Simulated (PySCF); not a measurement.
GaHCl2, SMILES [Cl][GaH][Cl]. Heavy atoms are numbered as in [GaH:1]([Cl:3])[Cl:4]. Hydrogens are named by the atom that carries them.

The structure is a stationary point at ωB97X-D3(BJ)/def2-TZVP.

The numbers are results of PBE0/pcSseg-2 (PySCF), not measurements.

GIAO shieldings, no solvent; atoms alike by connectivity are averaged. δ = σ(ref) − σ: ¹H against TMS (σ = 31.54 ppm); ³⁵Cl against HCl (σ = 943.3 ppm), references at their B3LYP-D3(BJ)/def2-TZVP geometries, non-relativistic (without spin–orbit terms, shifts of atoms bonded to Cl or Br come out too high).

```
nucleus     atoms  count  δ (ppm)
-------  --------  -----  -------
¹H       H on Ga1      1     6.40
³⁵Cl          Cl3      2    109.9
```
